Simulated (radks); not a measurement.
Values are calculated unless marked as measured or tabulated.
Charge is removed step by step from the 5s down level of the tungsten ion W2+, starting from [Kr] 4d10 4f14 5s(up 1, down 1) 5p6 5d4. Code: a radial shooting solver on a logarithmic mesh with Libxc functionals. Model: scalar-relativistic Kohn-Sham, SCAN, spin-polarised, spherical densities, finite nucleus; open shells are filled with parallel spins first (spin-orbit coupling, left out, can overturn this in heavy ions); meta-GGA in the generalised Kohn-Sham scheme; Fermi nuclear charge, rms radius 5.3658 fm.

| removed (e) | E - E(0) (eV) | eigenvalue (eV) |
|---|---|---|
| 0 | 0.000 | -95.284 |
| 0.25 | 24.237 | -98.693 |
| 0.5 | 49.338 | -102.34 |
| 0.75 | 75.407 | -106.35 |

The mean slope of the eigenvalue, de/dn, is 14.8 eV per electron.
